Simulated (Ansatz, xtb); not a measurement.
## SbHCl (SMILES [Cl][SbH]): the electronic atomisation energy, rung by rung

SbHCl has 3 atoms, charge 0, and is taken as a doublet. SMILES: `[Cl][SbH]`. The coordinates come from a PBE0-D4/def2-TZVP relaxation.

```csv
atom,x (Å),y (Å),z (Å)
Cl,1.4336,0.3559,0.8150
Sb,-0.6275,0.6308,-0.2723
H,-0.8170,-1.0515,-0.5560
```

Each level gives the electronic atomisation energy (eV). The values are calculated. Electronic energies at fixed atoms, without zero-point motion or spin-orbit coupling.

```
            level                    kind  program  value (eV)  less FCI/STO-3G
         GFN0-xTB          semi-empirical      xtb        9.82            +3.72
  U-revPBE/STO-3G                     GGA   Ansatz        7.56            +1.46
  U-r2SCAN/STO-3G                meta-GGA   Ansatz        7.59            +1.49
 U-r2SCAN0/STO-3G         hybrid meta-GGA   Ansatz        7.33            +1.23
UCAM-B3LYP/STO-3G  range-separated hybrid   Ansatz        7.58            +1.48
   RPA@PBE/STO-3G                     RPA   Ansatz        5.57            -0.53
      UMP2/STO-3G     perturbation theory   Ansatz        5.74            -0.36
     UCCSD/STO-3G   coupled cluster or CI   Ansatz        6.09            -0.01
    UCCSDT/STO-3G   coupled cluster or CI   Ansatz        6.10             0.00
       FCI/STO-3G      exact in the basis   Ansatz        6.10             0.00
```

FCI/STO-3G is exact within its basis and frozen core, so for wave-function methods in that basis the difference is their error; functionals converge differently with the basis, so for them it is only a difference. All-electron rows without a relativistic Hamiltonian named are non-relativistic. The values span 5.57 to 9.82 eV. The xTB rows lack spin polarisation, so open shells miss the exchange term that lowers them. All rows use very small basis sets, so even the best lies far from the true value. In the correlated wave-function rows the outer d shell of Sb is correlated, in sets not made for it.
